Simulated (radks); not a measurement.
Fractional charge and spin in the 2s shell of magnesium: the spin-up occupation runs from 0 to 1 and the spin-down occupation from 0 to 1; the fullest corner is Mg3+, [He] 2p(up 2.5, down 2.5) 2s(up 1, down 1). Calculated with a radial shooting solver on a logarithmic mesh with Libxc functionals: non-relativistic Kohn-Sham, LDA (Slater exchange, Perdew-Wang correlation), spin-polarised, spherical densities, point nucleus. Energy (eV) minus the two flat planes that join the four corners (they meet along the diagonal where the two added fractions sum to one electron); zero is where a piecewise linear energy would lie.

down \ up       0     0.5       1
0           0.000  -3.875   0.000
0.5        -3.875   0.760  -3.641
1           0.000  -3.641   0.000

Corners above the fullest one (they belong to Mg4+ and the next ion): (up 1, down 0) 142.55 eV, (up 0, down 1) 142.55 eV, (up 0, down 0) 318.21 eV. With half an added electron in each spin the energy lies 0.760 eV from the planes, and with half an added electron in spin up alone -3.875 eV. The planes are only a guide here: the flat-plane condition holds for ground states with one frontier orbital, while this shell lies below other occupied shells, so the corners above the fullest one are inner-hole states and not the ground states of those ions.
